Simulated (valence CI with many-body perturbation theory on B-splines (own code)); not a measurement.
Nb XXXV: electric-dipole lines

Level of theory: relativistic CI+MBPT: five valence electrons over a frozen Dirac-Fock core [He], radial functions for each j: 9 s, 9 p, 8 d, 6 f, 3 g, 1 h, with the one-electron correlation potential Σ1, the two-electron term Σ2, the three-electron term Σ3, Breit, model QED; selected CI, second order for the rest (own B-spline code, finite nucleus).

The last digits are not significant, and no measured levels were compared; by estimate large intervals hold to a few tenths of a per cent, small ones and those within an open d or f shell to about a per cent. Among the levels kept, up to 2100 cm⁻¹ of a level comes from second order outside the variational space, and about a tenth of that is noise between levels of different J, which matters for small intervals.

Lines 1 to 50 of 247 in falling wavelength, among levels below 2858.0 eV, chosen from the strongest by gf and those to the six lowest levels. Wavelengths and rates use the calculated energies. Electric multipoles are in the length gauge, E1 and E2 with the static RPA response of the core. Weak lines are less certain than strong ones. Lines between different terms over intervals too small for the method are left out, as are lines whose strength nearly cancels. The highest levels of a list are the least certain.

Levels are named by their leading jj configuration (3d3/2^4 stands for four electrons in 3d with j = 3/2), which in mixed levels can hold well under half, so a name can repeat and another be missing. Letters in brackets count levels of one name in rising energy.

| λ vac (Å) | Upper | Lower | A (s⁻¹) | S (a.u.) with core polarisation | S without |
| --- | --- | --- | --- | --- | --- |
| 292.2 | (2s^2 2p1/2 2p3/2 3p1/2) J=5/2 | (2s^2 2p1/2 2p3/2 3s) J=3/2 [b] | 1.17e+09 | 8.65e-02 | 8.65e-02 |
| 283.8 | (2s 2p1/2^2 2p3/2 3p1/2) J=3/2 [b] | (2s 2p1/2^2 2p3/2 3s) J=3/2 [b] | 1.71e+09 | 7.72e-02 | 7.72e-02 |
| 274.3 | (2s^2 2p1/2 2p3/2 3p1/2) J=1/2 | (2s^2 2p1/2 2p3/2 3s) J=3/2 [a] | 2.62e+09 | 5.34e-02 | 5.34e-02 |
| 272.6 | (2s^2 2p1/2^2 3p1/2) J=1/2 | (2s^2 2p1/2^2 3s) J=1/2 | 3.45e+09 | 6.89e-02 | 6.89e-02 |
| 266.9 | (2s^2 2p1/2 2p3/2 3p1/2) J=5/2 | (2s^2 2p1/2 2p3/2 3s) J=5/2 | 1.98e+09 | 1.11e-01 | 1.11e-01 |
| 264.2 | (2s 2p1/2^2 2p3/2 3p1/2) J=3/2 [b] | (2s 2p1/2^2 2p3/2 3s) J=1/2 | 1.76e+09 | 6.39e-02 | 6.39e-02 |
| 254.6 | (2s 2p1/2^2 2p3/2 3p1/2) J=3/2 [a] | (2s 2p1/2^2 2p3/2 3s) J=5/2 | 3.76e+09 | 1.23e-01 | 1.23e-01 |
| 249.0 | (2s^2 2p1/2 2p3/2 3p1/2) J=3/2 [a] | (2s^2 2p1/2 2p3/2 3s) J=3/2 [a] | 2.27e+09 | 6.91e-02 | 6.92e-02 |
| 244.6 | (2s 2p1/2^2 2p3/2 3p1/2) J=5/2 | (2s 2p1/2^2 2p3/2 3s) J=5/2 | 3.35e+09 | 1.45e-01 | 1.45e-01 |
| 239.7 | (2s 2p1/2^2 2p3/2 3d3/2) J=7/2 | (2s 2p1/2^2 2p3/2 3p3/2) J=7/2 | 1.41e+09 | 7.66e-02 | 7.66e-02 |
| 238.7 | (2s^2 2p1/2 2p3/2 3d3/2) J=7/2 | (2s^2 2p1/2 2p3/2 3p3/2) J=7/2 | 1.07e+09 | 5.75e-02 | 5.75e-02 |
| 233.2 | (2s^2 2p3/2^2 3p1/2) J=5/2 | (2s^2 2p3/2^2 3s) J=3/2 | 2.60e+09 | 9.76e-02 | 9.76e-02 |
| 230.9 | (2s^2 2p1/2 2p3/2 3d5/2) J=3/2 [b] | (2s^2 2p1/2 2p3/2 3p3/2) J=1/2 [b] | 2.26e+09 | 5.49e-02 | 5.49e-02 |
| 227.1 | (2s^2 2p3/2^2 3p1/2) J=3/2 | (2s^2 2p3/2^2 3s) J=5/2 | 4.70e+09 | 1.09e-01 | 1.09e-01 |
| 217.6 | (2s^2 2p3/2^2 3p1/2) J=1/2 | (2s^2 2p3/2^2 3s) J=1/2 | 5.71e+09 | 5.81e-02 | 5.81e-02 |
| 213.4 | (2s^2 2p3/2^2 3p1/2) J=5/2 | (2s^2 2p3/2^2 3s) J=5/2 | 3.94e+09 | 1.14e-01 | 1.14e-01 |
| 212.6 | (2s^2 2p3/2^2 3d5/2) J=7/2 | (2s^2 2p3/2^2 3p3/2) J=7/2 | 1.57e+09 | 5.93e-02 | 5.93e-02 |
| 209.6 | (2s^2 2p3/2^2 3d5/2) J=7/2 | (2s^2 2p3/2^2 3p3/2) J=5/2 | 4.48e+09 | 1.63e-01 | 1.63e-01 |
| 209.2 | (2s^2 2p1/2 2p3/2 3d5/2) J=5/2 [a] | (2s^2 2p1/2 2p3/2 3p3/2) J=3/2 [a] | 2.40e+09 | 6.51e-02 | 6.51e-02 |
| 207.2 | (2s^2 2p1/2 2p3/2 3d5/2) J=9/2 | (2s^2 2p1/2 2p3/2 3p3/2) J=7/2 | 6.73e+09 | 2.95e-01 | 2.95e-01 |
| 206.6 | (2s^2 2p1/2 2p3/2 3d5/2) J=7/2 [a] | (2s^2 2p1/2 2p3/2 3p3/2) J=5/2 [a] | 6.07e+09 | 2.11e-01 | 2.11e-01 |
| 205.4 | (2s^2 2p3/2^2 3d5/2) J=9/2 | (2s^2 2p3/2^2 3p3/2) J=7/2 | 6.72e+09 | 2.87e-01 | 2.87e-01 |
| 200.5 | (2s^2 2p1/2^2 3d5/2) J=5/2 | (2s^2 2p1/2^2 3p3/2) J=3/2 | 7.42e+09 | 1.77e-01 | 1.77e-01 |
| 199.4 | (2s^2 2p1/2 2p3/2 3d5/2) J=7/2 [b] | (2s^2 2p1/2 2p3/2 3p3/2) J=5/2 [b] | 6.42e+09 | 2.01e-01 | 2.01e-01 |
| 199.1 | (2s^2 2p1/2 2p3/2 3p1/2) J=3/2 [b] | (2s^2 2p1/2 2p3/2 3s) J=5/2 | 5.25e+09 | 8.18e-02 | 8.18e-02 |
| 190.2 | (2s^2 2p1/2 2p3/2 3d5/2) J=3/2 [a] | (2s^2 2p1/2 2p3/2 3p3/2) J=1/2 [a] | 5.20e+09 | 7.06e-02 | 7.06e-02 |
| 189.1 | (2s 2p1/2^2 2p3/2 3p3/2) J=3/2 | (2s 2p1/2^2 2p3/2 3s) J=3/2 [a] | 8.58e+09 | 1.14e-01 | 1.14e-01 |
| 185.7 | (2s^2 2p1/2 2p3/2 3d5/2) J=5/2 [b] | (2s^2 2p1/2 2p3/2 3p3/2) J=3/2 [b] | 6.38e+09 | 1.21e-01 | 1.21e-01 |
| 182.5 | (2s^2 2p1/2 2p3/2 3d3/2) J=5/2 [b] | (2s^2 2p1/2 2p3/2 3p3/2) J=3/2 [a] | 3.43e+09 | 6.18e-02 | 6.18e-02 |
| 182.4 | (2s^2 2p1/2 2p3/2 3d5/2) J=5/2 [a] | (2s^2 2p1/2 2p3/2 3p1/2) J=3/2 [b] | 2.72e+09 | 4.89e-02 | 4.89e-02 |
| 178.1 | (2s^2 2p3/2^2 3p3/2) J=5/2 | (2s^2 2p3/2^2 3s) J=3/2 | 6.49e+09 | 1.09e-01 | 1.09e-01 |
| 177.6 | (2s^2 2p3/2^2 3p3/2) J=1/2 | (2s^2 2p3/2^2 3s) J=3/2 | 9.14e+09 | 5.06e-02 | 5.06e-02 |
| 176.0 | (2s 2p1/2^2 2p3/2^2) J=3/2 | (2s^2 2p3/2^3) J=3/2 | 1.68e+08 | 1.81e-03 | 1.81e-03 |
| 170.7 | (2s 2p1/2^2 2p3/2 3p3/2) J=5/2 [a] | (2s 2p1/2^2 2p3/2 3s) J=3/2 [a] | 9.86e+09 | 1.45e-01 | 1.45e-01 |
| 170.3 | (2s 2p1/2^2 2p3/2 3p3/2) J=1/2 | (2s 2p1/2^2 2p3/2 3s) J=3/2 [a] | 1.14e+10 | 5.57e-02 | 5.57e-02 |
| 169.2 | (2s^2 2p1/2 2p3/2 3p3/2) J=1/2 [a] | (2s^2 2p1/2 2p3/2 3s) J=1/2 | 8.75e+09 | 4.19e-02 | 4.19e-02 |
| 168.5 | (2s 2p1/2^2 2p3/2 3p3/2) J=5/2 [b] | (2s 2p1/2^2 2p3/2 3s) J=3/2 [b] | 1.48e+10 | 2.10e-01 | 2.10e-01 |
| 166.3 | (2s^2 2p3/2^2 3p3/2) J=5/2 | (2s^2 2p3/2^2 3s) J=5/2 | 6.36e+09 | 8.67e-02 | 8.67e-02 |
| 164.5 | (2s^2 2p1/2 2p3/2 3p3/2) J=5/2 [a] | (2s^2 2p1/2 2p3/2 3s) J=3/2 [a] | 1.44e+10 | 1.90e-01 | 1.90e-01 |
| 164.5 | (2s^2 2p3/2^2 3p3/2) J=7/2 | (2s^2 2p3/2^2 3s) J=5/2 | 1.49e+10 | 2.62e-01 | 2.62e-01 |
| 163.2 | (2s^2 2p1/2 2p3/2 3p3/2) J=7/2 | (2s^2 2p1/2 2p3/2 3s) J=5/2 | 1.65e+10 | 2.83e-01 | 2.83e-01 |
| 163.2 | (2s 2p1/2^2 2p3/2 3p3/2) J=7/2 | (2s 2p1/2^2 2p3/2 3s) J=5/2 | 1.85e+10 | 3.18e-01 | 3.18e-01 |
| 163.1 | (2s 2p1/2^2 2p3/2 3d3/2) J=5/2 | (2s 2p1/2^2 2p3/2 3p1/2) J=5/2 | 6.54e+09 | 8.41e-02 | 8.41e-02 |
| 161.3 | (2s^2 2p1/2 2p3/2 3p3/2) J=3/2 [b] | (2s^2 2p1/2 2p3/2 3s) J=3/2 [b] | 8.51e+09 | 7.05e-02 | 7.05e-02 |
| 161.0 | (2s 2p1/2^2 2p3/2 3d3/2) J=7/2 | (2s 2p1/2^2 2p3/2 3p1/2) J=5/2 | 1.02e+10 | 1.67e-01 | 1.67e-01 |
| 160.5 | (2s^2 2p3/2^2 3d3/2) J=5/2 | (2s^2 2p3/2^2 3p1/2) J=5/2 | 5.54e+09 | 6.78e-02 | 6.78e-02 |
| 159.1 | (2s^2 2p1/2 2p3/2 3d3/2) J=3/2 [b] | (2s^2 2p1/2 2p3/2 3p1/2) J=3/2 [b] | 6.18e+09 | 4.91e-02 | 4.91e-02 |
| 159.0 | (2s 2p1/2^2 2p3/2 3d3/2) J=5/2 | (2s 2p1/2^2 2p3/2 3p1/2) J=3/2 [a] | 5.78e+09 | 6.88e-02 | 6.88e-02 |
| 159.0 | (2s^2 2p1/2 2p3/2 3p3/2) J=3/2 [a] | (2s^2 2p1/2 2p3/2 3s) J=1/2 | 8.22e+09 | 6.52e-02 | 6.52e-02 |
| 157.1 | (2s 2p1/2^2 2p3/2 3d3/2) J=3/2 | (2s 2p1/2^2 2p3/2 3p1/2) J=3/2 [a] | 1.05e+10 | 8.04e-02 | 8.05e-02 |
